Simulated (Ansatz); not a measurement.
Worked example: C2H9ClSi2 + GaH2(OH) → C2H10OSi2 + GaH2Cl

Gas-phase species: C2H9ClSi2 `[SiH3]CC[SiH2]Cl`, singlet; GaH2(OH), singlet; C2H10OSi2 `O[SiH2]CC[SiH3]`, singlet; GaH2Cl `[Cl][GaH2]`, singlet. The partners trade Cl for OH: Si–Cl and Ga–OH bonds give way to Si–OH and Ga–Cl.

Shapes, held fixed at every level: PBE0-D4/def2-TZVP. Flexible molecules stand in one conformer, not always the lowest. Programs: Ansatz 0.2.0. Electronic energies: no zero-point or thermal term.

At CCSD(T)/def2-TZVPP; 1 Eh = 2625.50 kJ/mol:

| species | energy (Eh) |
| --- | --- |
| C2H9ClSi2 | -1119.364027 |
| GaH2(OH) | -2000.413314 |
| C2H10OSi2 | -735.367459 |
| GaH2Cl | -2384.429188 |

Q: Work out ΔE of the reaction at this level.

A: 
1. Products less reactants: (-735.367459) + (-2384.429188) − [(-1119.364027) + (-2000.413314)] = -0.019306 Eh = -50.7 kJ/mol.

Other levels give -69.1 (HF/def2-TZVPP) to -45.6 kJ/mol (PBE-D4/def2-TZVPP). No measured value is set beside it here. Relativity is left out for Ga. Outer-core shells of Ga are correlated, in sets that cover them unevenly.
